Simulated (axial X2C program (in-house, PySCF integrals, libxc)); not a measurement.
**Spin–orbit effects down a group: molecules with H (ions), HF**

All values come from calculations with an axial X2C code built on PySCF integrals, spin-free (one-electron X2C) or two-component (2c: spin–orbit coupling with atomic mean-field Coulomb and Gaunt terms, which also bring small scalar terms), in Dyall basis sets with cores contracted in-house; open shells are unrestricted.

Basis sets: C dyall-av3z, Ge dyall-acv3z, H dyall-av3z, Pb dyall-acv3z, Si dyall-av3z.

```tsv
molecule	spin-free state	Re (Å)	ωe (cm⁻¹)	De (eV)	2c state	Re 2c (Å)	ωe 2c (cm⁻¹)	De 2c (eV)
CH⁻	M_S = 1, Λ = 0	1.125	2722.1	2.44	Ω = 1	1.125	2722.1	2.44
SiH⁻	M_S = 1, Λ = 0	1.545	1922.7	2.15	Ω = 1	1.546	1922.3	2.15
GeH⁻	M_S = 1, Λ = 0	1.616	1760.1	1.86	Ω = 1	1.616	1758.7	1.86
PbH⁻	M_S = 1, Λ = 0	1.884	1425.2	n/a	Ω = 0	1.900	1334.8	n/a
```

Fragments in 2c: C- + H, Si- + H, Ge- + H, Pb- + H. Each entry is the lowest single determinant of a limited PBE0 search at one distance. De goes to single-determinant-based atoms at the same level (for ions the charge split of lowest energy) and is withheld (n/a) where an atom does not fit its ground term or J level. Main or longest-lived isotopes. One determinant is a doubtful description, or other states lie close, for CH⁻, SiH⁻, GeH⁻, PbH⁻; these need not be ground states, and all values refer to the states named. Some open-shell Ω = 0 determinants are out of reach, so the Ω given for CH⁻, SiH⁻, GeH⁻ need not be the lowest component. With several unpaired electrons the Ω given is that of one determinant, not necessarily of the lowest component.
